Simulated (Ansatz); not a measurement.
Consider the redistribution: `C[O][Ge][SH]` + `[NH2][In]([F])[SH]` → `[SH][Ge][SH]` + `C[O][In]([NH2])[F]`.

Isolated molecules relaxed with PBE0-D4/def2-TZVP in Ansatz; ΔE leaves out vibrations. CBS: MP2 limit from def2 TZ/QZ plus the TZ coupled-cluster correction, frozen cores. DFT in def2-TZVPP. Elements past krypton have def2 core potentials. For Ge, In outer-core shells are correlated without core-valence functions, which leaves a few kJ/mol of doubt a bond. Scalar relativity is left out up to krypton. Each species was taken in one conformer, which may not be the lowest.

Is it downhill or uphill in electronic energy at CCSD(T)/CBS, and by how much? (An estimate is asked.)

Ansatz gave: Uphill: ΔE = +51.6 kJ/mol.

What do these levels give: PBE0-D4, B2PLYP, r2SCAN, SCS-MP2/def2-TZVPP, CCSD(T)/def2-TZVPP, CCSD/CBS(def2)? (An estimate is asked.)

Ansatz gave: PBE0-D4 54.5, B2PLYP 55.3, r2SCAN 53.5, SCS-MP2/def2-TZVPP 56.0, CCSD(T)/def2-TZVPP 55.8, CCSD/CBS(def2) 52.6 kJ/mol.

Largest T1 diagnostic among the species: 0.016.

From PBE to PBE0 (25 % exact exchange), in def2-TZVPP and without D4, ΔE moves by +3.5 kJ/mol. In def2-TZVPP, CCSD(T) changes the Hartree–Fock value by −4.9 kJ/mol (the triples alone add −1.1 kJ/mol) and MP2 by −4.0 kJ/mol.
